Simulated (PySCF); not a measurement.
disilinane (C₄H₁₂Si₂), SMILES C1CC[SiH2][SiH2]C1. Geometry optimised at PBE-D3(BJ)/def2-SVP. Other conformers were not sampled.

All values below come from PBE-D3(BJ)/def2-SVP (PySCF 2.14.0).

Harmonic wavenumbers (cm⁻¹): 101, 149, 217, 253, 330, 369, 424, 447, 472, 582, 601, 628, 655, 694, 698, 798, 801, 824, 874, 896, 901, 958, 970, 1047, 1077, 1107, 1177, 1181, 1249, 1267, 1311, 1328, 1372, 1374, 1412, 1416, 2131, 2131, 2149, 2150, 2949, 2950, 2965, 2965, 2999, 3000, 3022, 3022. Rotational constants (GHz): 2.429, 2.387, 1.334; symmetry number 2.

### Question
Work out the zero-point energy and the ideal-gas rigid-rotor harmonic-oscillator thermochemistry at 298.15 K and 1 atm.

### Answer
ZPE = ½ Σ hcν = ½ × 62393 cm⁻¹ = 373.19 kJ/mol. H − E(el) = 397.37 kJ/mol. Entropy in J/(mol K): translation 168.06, rotation 111.89, vibration 77.97, total 357.93. G − E(el) = 290.66 kJ/mol. Cp = 146.45 J/(mol K). Modes under 150 cm⁻¹ make the vibrational entropy uncertain.
